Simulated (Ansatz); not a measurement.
Ansatz (a quantum-chemistry and plane-wave program) input (B3LYP/6-31G* with LANL2DZ past Ar): The .json file joins the Basis Set Exchange's 6-31G* for atoms up to Ar and LANL2DZ past it.

Ansatz 0.2 input:
```yaml
crystal:
  periodic: [false, false, false]
  atoms:
    - {symbol: Cd, position_ang: [-0.00000000, -0.00000000, -0.31331774]}
    - {symbol: F, position_ang: [0.00000000, 0.00000000, 1.67102796]}
basis:
  gaussian:
    orbitals: 6-31Gs+LANL2DZ.json
hamiltonian:
  xc: {name: B3LYP}
magnetization: {spin_polarized: true, initial_magnetization: 1}
phonons: {temperatures: {t_min: 298.15, t_max: 298.15, t_step: 100}}
```

Output:

```
Functional definition: B3LYP
integrals: 0.01 GiB planned
427 factors; integrals over basis functions are off by at most 2.1e-4 eV
mean field: 0.11 GiB planned
mean field evaluation 1: about -4020.5753 eV, gradient 3.1e1 eV
mean field evaluation 2: about -3904.6015 eV, gradient 1.6e2 eV
mean field evaluation 4: about -4024.0444 eV, gradient 4.0e0 eV
mean field evaluation 8: about -4024.1429 eV, gradient 1.4e-1 eV
mean field evaluation 16: about -4024.1430 eV, gradient 1.9e-5 eV
mean field -4024.14297088 eV, -147.8845265176 hartree, gradient 1.9e-5 eV, S^2 0.752209; 0 other end points of the search recorded, 0 dependent functions left out
the calculation of the forces begins
reference -4024.14315641 eV, -147.8845333360 hartree; 11, 10 occupied and 22, 23 virtual orbitals, 427 factors
these checks for a lower state are left out or cut short: stability, starts, cluster_reference, orbital_swaps, neighbouring_geometries, increment
integrals: 0.01 GiB planned
427 factors; integrals over basis functions are off by at most 2.1e-4 eV
mean field: 0.11 GiB planned
mean field -4024.14297088 eV, -147.8845265176 hartree, gradient 1.1e-7 eV, S^2 0.752209; 0 other end points of the search recorded, 0 dependent functions left out
the calculation of the forces begins
reference -4024.14315641 eV, -147.8845333360 hartree; 11, 10 occupied and 22, 23 virtual orbitals, 427 factors
these checks for a lower state are left out or cut short: stability, starts, cluster_reference, orbital_swaps, neighbouring_geometries, increment
integrals: 0.01 GiB planned
427 factors; integrals over basis functions are off by at most 2.1e-4 eV
mean field: 0.11 GiB planned
mean field -4024.14297088 eV, -147.8845265176 hartree, gradient 1.1e-7 eV, S^2 0.752209; 0 other end points of the search recorded, 0 dependent functions left out
the calculation of the forces begins
reference -4024.14315641 eV, -147.8845333360 hartree; 11, 10 occupied and 22, 23 virtual orbitals, 427 factors
these checks for a lower state are left out or cut short: stability, starts, cluster_reference, orbital_swaps, neighbouring_geometries, increment
integrals: 0.01 GiB planned
427 factors; integrals over basis functions are off by at most 2.1e-4 eV
mean field: 0.11 GiB planned
mean field evaluation 32: about -4024.1430 eV, gradient 2.1e-2 eV
mean field -4024.14297088 eV, -147.8845265176 hartree, gradient 1.1e-7 eV, S^2 0.752209; 0 other end points of the search recorded, 0 dependent functions left out
the calculation of the forces begins
reference -4024.14315641 eV, -147.8845333360 hartree; 11, 10 occupied and 22, 23 virtual orbitals, 427 factors
these checks for a lower state are left out or cut short: stability, starts, cluster_reference, orbital_swaps, neighbouring_geometries, increment
integrals: 0.01 GiB planned
427 factors; integrals over basis functions are off by at most 2.1e-4 eV
mean field: 0.11 GiB planned
mean field -4024.14297088 eV, -147.8845265176 hartree, gradient 1.1e-7 eV, S^2 0.752209; 0 other end points of the search recorded, 0 dependent functions left out
the calculation of the forces begins
reference -4024.14315641 eV, -147.8845333360 hartree; 11, 10 occupied and 22, 23 virtual orbitals, 427 factors
these checks for a lower state are left out or cut short: stability, starts, cluster_reference, orbital_swaps, neighbouring_geometries, increment
integrals: 0.01 GiB planned
427 factors; integrals over basis functions are off by at most 2.1e-4 eV
mean field: 0.11 GiB planned
mean field -4024.14292047 eV, -147.8845246652 hartree, gradient 1.3e-6 eV, S^2 0.752192; 0 other end points of the search recorded, 0 dependent functions left out
the calculation of the forces begins
reference -4024.14310602 eV, -147.8845314842 hartree; 11, 10 occupied and 22, 23 virtual orbitals, 427 factors
these checks for a lower state are left out or cut short: stability, starts, cluster_reference, orbital_swaps, neighbouring_geometries, increment
integrals: 0.01 GiB planned
427 factors; integrals over basis functions are off by at most 2.1e-4 eV
mean field: 0.11 GiB planned
mean field -4024.14292073 eV, -147.8845246749 hartree, gradient 1.4e-6 eV, S^2 0.752226; 0 other end points of the search recorded, 0 dependent functions left out
the calculation of the forces begins
reference -4024.14310625 eV, -147.8845314926 hartree; 11, 10 occupied and 22, 23 virtual orbitals, 427 factors
these checks for a lower state are left out or cut short: stability, starts, cluster_reference, orbital_swaps, neighbouring_geometries, increment
integrals: 0.01 GiB planned
427 factors; integrals over basis functions are off by at most 2.1e-4 eV
mean field: 0.11 GiB planned
mean field evaluation 64: about -4024.1430 eV, gradient 9.7e-7 eV
mean field -4024.14297088 eV, -147.8845265176 hartree, gradient 1.1e-7 eV, S^2 0.752209; 0 other end points of the search recorded, 0 dependent functions left out
the calculation of the forces begins
reference -4024.14315641 eV, -147.8845333360 hartree; 11, 10 occupied and 22, 23 virtual orbitals, 427 factors
these checks for a lower state are left out or cut short: stability, starts, cluster_reference, orbital_swaps, neighbouring_geometries, increment
integrals: 0.01 GiB planned
427 factors; integrals over basis functions are off by at most 2.1e-4 eV
mean field: 0.11 GiB planned
mean field -4024.14297088 eV, -147.8845265176 hartree, gradient 1.1e-7 eV, S^2 0.752209; 0 other end points of the search recorded, 0 dependent functions left out
the calculation of the forces begins
reference -4024.14315641 eV, -147.8845333360 hartree; 11, 10 occupied and 22, 23 virtual orbitals, 427 factors
these checks for a lower state are left out or cut short: stability, starts, cluster_reference, orbital_swaps, neighbouring_geometries, increment
integrals: 0.01 GiB planned
427 factors; integrals over basis functions are off by at most 2.1e-4 eV
mean field: 0.11 GiB planned
mean field -4024.14297088 eV, -147.8845265176 hartree, gradient 1.1e-7 eV, S^2 0.752209; 0 other end points of the search recorded, 0 dependent functions left out
the calculation of the forces begins
reference -4024.14315641 eV, -147.8845333360 hartree; 11, 10 occupied and 22, 23 virtual orbitals, 427 factors
these checks for a lower state are left out or cut short: stability, starts, cluster_reference, orbital_swaps, neighbouring_geometries, increment
integrals: 0.01 GiB planned
427 factors; integrals over basis functions are off by at most 2.1e-4 eV
mean field: 0.11 GiB planned
mean field -4024.14297088 eV, -147.8845265176 hartree, gradient 1.1e-7 eV, S^2 0.752209; 0 other end points of the search recorded, 0 dependent functions left out
the calculation of the forces begins
reference -4024.14315641 eV, -147.8845333360 hartree; 11, 10 occupied and 22, 23 virtual orbitals, 427 factors
these checks for a lower state are left out or cut short: stability, starts, cluster_reference, orbital_swaps, neighbouring_geometries, increment
integrals: 0.01 GiB planned
427 factors; integrals over basis functions are off by at most 2.1e-4 eV
mean field: 0.11 GiB planned
mean field -4024.14292073 eV, -147.8845246749 hartree, gradient 1.4e-6 eV, S^2 0.752226; 0 other end points of the search recorded, 0 dependent functions left out
the calculation of the forces begins
reference -4024.14310625 eV, -147.8845314926 hartree; 11, 10 occupied and 22, 23 virtual orbitals, 427 factors
these checks for a lower state are left out or cut short: stability, starts, cluster_reference, orbital_swaps, neighbouring_geometries, increment
integrals: 0.01 GiB planned
427 factors; integrals over basis functions are off by at most 2.1e-4 eV
mean field: 0.11 GiB planned
mean field evaluation 96: about -4024.1429 eV, gradient 3.5e-5 eV
mean field -4024.14292047 eV, -147.8845246652 hartree, gradient 1.3e-6 eV, S^2 0.752192; 0 other end points of the search recorded, 0 dependent functions left out
the calculation of the forces begins
reference -4024.14310602 eV, -147.8845314842 hartree; 11, 10 occupied and 22, 23 virtual orbitals, 427 factors
Total energy: -4024.14315641 eV, -147.8845333360 hartree
Atom 0 at    -0.000000    -0.000000    -0.313318 Å, force     0.000000     0.000000     0.000045 eV/Å
Atom 1 at     0.000000     0.000000     1.671028 Å, force    -0.000000    -0.000000    -0.000045 eV/Å
Dipole moment:    -0.000000     0.000000    -0.636489 e Å
Vibrations: 518.84 cm⁻¹, zero-point energy 0.032164 eV
```

The blocks after the first are displaced geometries, from whose forces the wavenumbers follow.
